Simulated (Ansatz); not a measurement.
C3H7FSn can be A, `F[CH]1C[CH2][SnH2]1`, or B, `C[CH](C)[Sn][F]`.

Isolated molecules relaxed with PBE0-D4/def2-TZVP in Ansatz; ΔE leaves out vibrations. CCSD(T)/CBS is the MP2 limit (def2-TZVPP, def2-QZVPP) plus CCSD(T) − MP2 in def2-TZVPP, frozen cores. DFT in def2-TZVPP. B3LYP here is the variant with VWN-RPA as its local correlation; programs differ in this. Elements past krypton have def2 core potentials. For Sn outer-core shells are correlated without core-valence functions, which leaves a few kJ/mol of doubt a bond. Each species was taken in one conformer, which may not be the lowest.

A:

```xyz
12

F    -0.263   -1.332   -2.034
C     0.319   -0.556   -1.059
C    -0.473    0.711   -0.726
C    -0.104    1.029    0.734
Sn    0.321   -1.074    1.072
H     1.339   -0.325   -1.384
H    -1.536    0.455   -0.787
H    -0.296    1.535   -1.426
H     0.811    1.616    0.821
H    -0.890    1.513    1.310
H    -0.992   -2.013    1.628
H     1.765   -1.558    1.849
```

B:

Z-matrix (Å, degrees):
```
C
C 1 1.523
H 1 1.095 2 112.7
H 1 1.094 2 111.0 3 -120.9
H 1 1.097 2 111.1 3 119.8
C 2 1.523 1 111.7 3 -177.1
Sn 2 2.201 1 109.2 3 62.3
H 2 1.097 1 109.6 3 -55.5
H 6 1.097 2 111.1 1 57.5
H 6 1.094 2 111.0 1 -61.8
H 6 1.095 2 112.7 1 177.3
F 7 1.956 2 91.9 1 60.6
```

(1) Which isomer does CCSD(T)/CBS put lower? Give the gap. (Best estimate.)

(2) Give E(B) − E(A) in kJ/mol with CCSD(T)/def2-TZVPP, PBE-D4, CCSD/def2-TZVPP, B3LYP-D4, ωB97M-V, B2PLYP, MP2/def2-TZVPP. (Estimate.)

Largest T1 diagnostic: 0.014.

Answers

(1) Ansatz gave: B, by 248.3 kJ/mol.

(2) Computed: CCSD(T)/def2-TZVPP -236.7, PBE-D4 -246.4, CCSD/def2-TZVPP -241.0, B3LYP-D4 -267.4, ωB97M-V -243.9, B2PLYP -260.7, MP2/def2-TZVPP -251.0. None reverses the order clearly.

From PBE to PBE0 (25 % exact exchange), in def2-TZVPP and without D4, E(B) − E(A) moves by +7.6 kJ/mol. In def2-TZVPP, CCSD(T) changes the Hartree–Fock value by +19.2 kJ/mol (the triples alone add +4.3 kJ/mol) and MP2 by +4.9 kJ/mol.
